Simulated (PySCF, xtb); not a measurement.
C2H4F2OSi, SMILES FC1(F)OC[SiH2]1.

Harmonic wavenumbers (cm⁻¹) from GFN2-xTB in xtb 6.7.1 at its own minimum, in rising order: 81, 176, 337, 414, 432, 433, 497, 546, 602, 645, 713, 738, 739, 969, 1008, 1063, 1120, 1127, 1220, 1454, 2332, 2349, 2933, 2949.

What does PySCF with PBE-D3(BJ)/def2-SVP give at its own minimum? (Estimate from the structure and the level; the computed values follow.)

41, 183, 343, 433, 448, 466, 552, 581, 649, 710, 733, 804, 902, 978, 1038, 1087, 1137, 1179, 1218, 1417, 2175, 2197, 2987, 3046. Paired by order, the mean absolute difference is 50 cm⁻¹ and the zero-point energies are 35.6 and 36.2 kcal/mol.
